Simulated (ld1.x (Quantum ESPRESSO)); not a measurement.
**Before and after: TM semilocal potential for gallium**

ld1.x (Quantum ESPRESSO) 7.5 input, shortened:

```
&input
   title='Ga', zed=31., rel=0, dft='PBESOL', iswitch=3,
   config='[Ar] 3d10 4s1.75 4p1.25'
 /
 &inputp
   pseudotype=1, tm=.true., lloc=1,
   nlcc=.false.
 /
2
4S  1  0   1.75   0.00  1.40  1.40  0.0
4P  2  1   1.25   0.00  2.65  2.65  0.0
 &test
   configts(1)='4s1.75 4p1.25'
 /
```

All-electron outer shells of the reference configuration (PBEsol, non-relativistic, ld1.x):

```json
{"shell": "3d", "level (eV)": "-20.25", "outermost node (bohr)": "–", "outermost maximum (bohr)": "0.53"}
{"shell": "4s", "level (eV)": "-9.00", "outermost node (bohr)": "0.82", "outermost maximum (bohr)": "1.92"}
{"shell": "4p", "level (eV)": "-2.81", "outermost node (bohr)": "0.87", "outermost maximum (bohr)": "2.53"}
```

Change: core correction a·sin(br)/r model core inside 1.18 bohr.

Cutoffs: the cutoffs (Ry, on a coarse ladder) from which the occupation-weighted sum of valence levels, in a spherical-Bessel basis at the reference potential, stays within 10 and 1 mRy of its value at 400 Ry; they do not see the model core or the augmentation charge, which bear on the density cutoff. Errors are all-electron minus pseudo energies relative to the spin-unpolarised reference configuration.

Question: Predict the effect on cutoff, ghosts and configuration errors.

Answer: The potential gets neither clearly harder nor softer (35 Ry and 80 Ry → 35 Ry and 80 Ry); of the 7 tests that both files solve, the error grows in 4 and shrinks in 1 by more than 15 % and 0.3 meV (median size 0.8 → 6.3 meV); neither file shows a bound ghost. A semilocal file is local in each channel, so a ghost entry of none says nothing of the separable form that plane-wave codes build from it. A model core, the more so a compact one, raises the density cutoff, which this test does not measure.

```csv
quantity,base,changed
"cutoff, loose",35 Ry,35 Ry
"cutoff, tight",80 Ry,80 Ry
bound ghosts,none,none
"error for 4s2 4p1, meV [ΔE -1.54 eV]",+0.7,-0.8
"error for 4s2 4p0, meV [ΔE 4.18 eV]",-0.8,-6.3
"error for 4s1 4p0, meV [ΔE 24.95 eV]",-0.1,-144
"error for 4s2 4p0.5, meV [ΔE 0.51 eV]",+1.0,-0.7
"error for 4s2 4p1.3, meV [ΔE -2.08 eV]",+0.1,-1.3
"error for 4s1 4p2, meV [ΔE 4.72 eV]",+7.6,-7.6
"error for 4s1 4p1, meV [ΔE 11.25 eV]",+2.2,-29
s: phases at 2.89 bohr within 0.05 rad from the reference energy up to (Ry; the scan ends near 5),1.6,1.6
p: phases at 2.89 bohr within 0.05 rad from the reference energy up to (Ry; the scan ends near 5),2.3,2.3
```
